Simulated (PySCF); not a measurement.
platinum atom (Pt), triplet (core potentials on Pt); BLYP/def2-TZVP in PySCF.

Here is a job for PySCF.
```python
from pyscf import gto, scf, dft

mol = gto.Mole()
mol.atom = '''
    Pt    0.000000    0.000000    0.000000
'''
mol.basis = 'def2-tzvp'
mol.ecp = {'Pt': 'def2-tzvp'}
mol.charge = 0
mol.spin = 2
mol.verbose = 4
mol.build()

mf = dft.UKS(mol)
mf.xc = 'blyp'
mf.kernel()
```

It wrote (shortened):

```
PySCF version 2.14.0

[INPUT] verbose = 4
[INPUT] num. atoms = 1
[INPUT] num. electrons = 18
[INPUT] charge = 0
[INPUT] spin (= nelec alpha-beta = 2S) = 2
[INPUT] symmetry False subgroup None
[INPUT] Mole.unit = angstrom
[INPUT] Symbol           X                Y                Z      unit          X                Y                Z       unit  Magmom
[INPUT]  1 Pt     0.000000000000   0.000000000000   0.000000000000 AA    0.000000000000   0.000000000000   0.000000000000 Bohr   0.0

nuclear repulsion = 0
number of shells = 14
number of NR pGTOs = 66
number of NR cGTOs = 40
basis = def2-tzvp
ecp = {'Pt': 'def2-tzvp'}

******** <class 'pyscf.dft.uks.UKS'> ********
method = UKS
initial guess = minao
damping factor = 0
level_shift factor = 0
DIIS = <class 'pyscf.scf.diis.CDIIS'>
diis_start_cycle = 1
diis_space = 8
diis_damp = 0
SCF conv_tol = 1e-09
SCF conv_tol_grad = None
SCF max_cycles = 50
direct_scf = True
direct_scf_tol = 1e-13
number electrons alpha = 10  beta = 8
XC library pyscf.dft.libxc version 7.1.2
    S. Lehtola, C. Steigemann, M. J. T. Oliveira, and M. A. L. Marques,  SoftwareX 7, 1–5 (2018)
XC functionals = blyp
    A. D. Becke,  Phys. Rev. A 38, 3098 (1988)
    C. Lee, W. Yang, and R. G. Parr,  Phys. Rev. B 37, 785 (1988)
    B. Miehlich, A. Savin, H. Stoll, and H. Preuss,  Chem. Phys. Lett. 157, 200 (1989)
radial grids:
    Treutler-Ahlrichs [JCP 102, 346 (1995); DOI:10.1063/1.469408] (M4) radial grids

becke partition: Becke, JCP 88, 2547 (1988); DOI:10.1063/1.454033
pruning grids: <function nwchem_prune>
grids dens level: 3
symmetrized grids: False
atomic radii adjust function: <function treutler_atomic_radii_adjust>
small_rho_cutoff = 0
Set gradient conv threshold to 3.16228e-05
tot grids = 24312
init E= -105.101544858285

cycle= 1 E= -119.016708343894  delta_E= -13.9  |g|= 0.744  |ddm|=    5
cycle= 2 E= -115.53001790075  delta_E= 3.49  |g|= 2.25  |ddm|= 3.15

cycle= 3 E= -119.230724311355  delta_E= -3.7  |g|= 0.194  |ddm|= 2.76

cycle= 4 E= -119.243391612097  delta_E= -0.0127  |g|= 0.132  |ddm|= 1.01
cycle= 5 E= -119.248865296503  delta_E= -0.00547  |g|= 0.0769  |ddm|= 0.834
cycle= 6 E= -119.251528684226  delta_E= -0.00266  |g|= 0.0719  |ddm|= 0.829
cycle= 7 E= -119.251704881936  delta_E= -0.000176  |g|= 0.0622  |ddm|= 0.112
cycle= 8 E= -119.251607322468  delta_E= 9.76e-05  |g|= 0.0631  |ddm|= 0.012

cycle= 9 E= -119.250868901528  delta_E= 0.000738  |g|= 0.0709  |ddm|= 0.495

cycle= 10 E= -119.251543593174  delta_E= -0.000675  |g|= 0.0665  |ddm|= 0.0805

cycle= 11 E= -119.250292268376  delta_E= 0.00125  |g|= 0.0861  |ddm|= 0.326

cycle= 12 E= -119.250711685215  delta_E= -0.000419  |g|= 0.0769  |ddm|= 0.63

cycle= 13 E= -119.250321872051  delta_E= 0.00039  |g|= 0.0708  |ddm|= 0.195

cycle= 14 E= -119.251849924575  delta_E= -0.00153  |g|= 0.064  |ddm|= 0.296

cycle= 15 E= -119.252042460913  delta_E= -0.000193  |g|= 0.0586  |ddm|= 0.713

cycle= 16 E= -119.252177896292  delta_E= -0.000135  |g|= 0.0562  |ddm|= 0.024

cycle= 17 E= -119.249763767001  delta_E= 0.00241  |g|= 0.0742  |ddm|= 0.852

cycle= 18 E= -119.250399485084  delta_E= -0.000636  |g|= 0.0691  |ddm|= 0.0426

cycle= 19 E= -119.2498184053  delta_E= 0.000581  |g|= 0.0744  |ddm|= 0.0325

cycle= 20 E= -119.250557684277  delta_E= -0.000739  |g|= 0.0684  |ddm|= 0.0485

cycle= 21 E= -119.250305033398  delta_E= 0.000253  |g|= 0.0707  |ddm|= 0.0271

cycle= 22 E= -119.251097942039  delta_E= -0.000793  |g|= 0.0682  |ddm|= 0.15
cycle= 23 E= -119.250312417626  delta_E= 0.000786  |g|= 0.0696  |ddm|= 0.852

cycle= 24 E= -119.25171704571  delta_E= -0.0014  |g|= 0.0631  |ddm|= 0.476

cycle= 25 E= -119.251582168905  delta_E= 0.000135  |g|= 0.0657  |ddm|= 0.274

cycle= 26 E= -119.251327094931  delta_E= 0.000255  |g|= 0.0671  |ddm|= 0.0981

cycle= 27 E= -119.25139127734  delta_E= -6.42e-05  |g|= 0.0685  |ddm|= 0.611

cycle= 28 E= -119.251952963411  delta_E= -0.000562  |g|= 0.0628  |ddm|= 0.137

cycle= 29 E= -119.25170758085  delta_E= 0.000245  |g|= 0.0582  |ddm|= 0.25

cycle= 30 E= -119.251589243348  delta_E= 0.000118  |g|= 0.066  |ddm|= 0.166

cycle= 31 E= -119.251130779175  delta_E= 0.000458  |g|= 0.0667  |ddm|= 0.848

cycle= 32 E= -119.249971553288  delta_E= 0.00116  |g|= 0.0745  |ddm|= 0.119

cycle= 33 E= -119.250495072168  delta_E= -0.000524  |g|= 0.0746  |ddm|= 0.114

cycle= 34 E= -119.251516979483  delta_E= -0.00102  |g|= 0.0584  |ddm|= 0.34

cycle= 35 E= -119.252278607998  delta_E= -0.000762  |g|= 0.0503  |ddm|= 0.621

cycle= 36 E= -119.25182420985  delta_E= 0.000454  |g|= 0.0611  |ddm|= 0.275

cycle= 37 E= -119.251164338768  delta_E= 0.00066  |g|= 0.0755  |ddm|= 0.137
cycle= 38 E= -119.250221369937  delta_E= 0.000943  |g|= 0.0833  |ddm|= 0.105

cycle= 39 E= -119.251859014606  delta_E= -0.00164  |g|= 0.0645  |ddm|= 0.171

cycle= 40 E= -119.249764810375  delta_E= 0.00209  |g|= 0.0746  |ddm|= 0.85

cycle= 41 E= -119.249490378852  delta_E= 0.000274  |g|= 0.0764  |ddm|= 0.0448

cycle= 42 E= -119.249498544762  delta_E= -8.17e-06  |g|= 0.0766  |ddm|= 0.0995

cycle= 43 E= -119.24970962953  delta_E= -0.000211  |g|= 0.0748  |ddm|= 0.0139
cycle= 44 E= -119.247969962518  delta_E= 0.00174  |g|= 0.09  |ddm|= 0.104
cycle= 45 E= -119.251853669515  delta_E= -0.00388  |g|= 0.0647  |ddm|= 0.848

cycle= 46 E= -119.252003997521  delta_E= -0.00015  |g|= 0.0615  |ddm|= 0.0478

cycle= 47 E= -119.252055123867  delta_E= -5.11e-05  |g|= 0.0584  |ddm|= 0.145
cycle= 48 E= -119.251748645574  delta_E= 0.000306  |g|= 0.0633  |ddm|= 0.256

cycle= 49 E= -119.252737719802  delta_E= -0.000989  |g|= 0.0451  |ddm|= 0.409

cycle= 50 E= -119.253190890854  delta_E= -0.000453  |g|= 0.0393  |ddm|= 0.247
SCF not converged.
SCF energy = -119.253190890854 after 50 cycles  <S^2> = 2.0002825  2S+1 = 3.0001883
```

The run did not converge; its last values are not results.
